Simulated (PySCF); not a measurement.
A structure optimised at PBE-D3(BJ)/def2-TZVP, used in a PySCF frequency run:

```
Si
H 1 1.4903
H 1 1.4903 2 110.35
H 1 1.4903 2 110.35 3 122.21
Cl 1 2.0680 2 108.58 3 -118.89
```
Charge 0, spin multiplicity 1.

Q: Write its SMILES, formula and point group.

A: [SiH3]Cl, ClH3Si, C3v

Q: What are its rotational constants (standard atomic weights)?

A: 83.746, 6.5050, 6.5050 GHz
